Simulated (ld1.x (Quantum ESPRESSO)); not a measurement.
## Which change was made? (Pt, TM semilocal)

platinum (Pt), norm-conserving Troullier–Martins (semilocal form), made with ld1.x (Quantum ESPRESSO) 7.5 (LDA (PZ), scalar-relativistic). Core [Kr] 4d10 4f14 5s2, reference 5p6 5d7 6s0 6p0 (charge +3). Waves: 6s (bound, empty): rc 2.25 bohr; 5d (bound): rc 1.75 bohr; 5p (bound): rc 1.20 bohr. Local part: the p channel. Core correction: a·sin(br)/r model core inside 0.80 bohr.

Cutoffs, loose and tight: the cutoffs (Ry, on a coarse ladder) from which the occupation-weighted sum of valence levels, in a spherical-Bessel basis at the reference potential, stays within 10 and 1 mRy of its value at 400 Ry. They do not see the model core or the augmentation charge, which bear on the density cutoff. Test errors are all-electron minus pseudo excitation energies from the reference, over the configurations 5p6 5d9 6s1 6p0; 5p6 5d9 6s0 6p0; 5p6 5d8 6s0 6p0; 5p6 5d9 6s0.5 6p0; 5p6 5d8 6s1 6p1; 5p6 5d10 6s0 6p0; 5p6 5d8 6s2 6p0 (two spin-polarised tests are not counted in the largest error); variants that change the core or the reference have their own tests.

The base gives: outcome: generated; cutoff, loose: 120 Ry; cutoff, tight: 200 Ry; bound ghosts: none; largest test error (meV): +72.

Q: After one change the result is: outcome: generated; cutoff, loose: 120 Ry; cutoff, tight: 200 Ry; bound ghosts: none; largest test error (meV): -75. Which change was it?
A. wave 5d (bound): rc 1.75 bohr becomes 5d (bound): rc 2.66 bohr
B. wave 5d (bound): rc 1.75 bohr becomes 5d (bound): rc 1.08 bohr
C. wave 5d (bound): rc 1.75 bohr becomes 5d (bound): rc 2.44 bohr

A: C. The others give: wave 5d (bound): rc 1.75 bohr becomes 5d (bound): rc 2.66 bohr → outcome: generated; cutoff, loose: 120 Ry; cutoff, tight: 200 Ry; bound ghosts: none; largest test error (meV): -124 | wave 5d (bound): rc 1.75 bohr becomes 5d (bound): rc 1.08 bohr → outcome: generated; cutoff, loose: 140 Ry; cutoff, tight: 230 Ry; bound ghosts: none; largest test error (meV): +71.
